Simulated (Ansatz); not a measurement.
Molecule: CdBr$_{2}$ (charge -1, doublet). The spin state was set by rule; other spins were not relaxed. SMILES of the parent species: [Br][Cd][Br]
Coordinates optimised at B3LYP-D3(BJ)/def2-TZVP (Ansatz, a first-principles code):
```xyz
3

Cd     0.7593     0.0569    -0.0785
Br    -0.8099     1.8083    -1.4051
Br    -0.2314    -1.8863     1.5128
```
Charge -1, spin multiplicity 2.

Parts of the frozen-core correlation energy in def2-SVP (Ansatz, hartree). Frozen orbitals: 32; correlated occupied orbitals by spin: 14 and 13; virtual: 49 and 50. Open shells are spin-unrestricted. Spin-orbit coupling is left out. Past Kr the def2 sets carry scalar-relativistic core potentials.

```tsv
term	value
reference (HF)	-5311.19795
MP2 opposite-spin	?
MP2 same-spin	-0.16954
CCSD correlation	?
(T)	?
T1 diagnostic	0.015
largest doubles amplitude	0.025
<S^2> of the reference	0.755
```

Problem. Complete the blanks.

Solution. 
- MP2 opposite-spin, value: -0.33808
- CCSD correlation, value: -0.51958
- (T), value: -0.00988
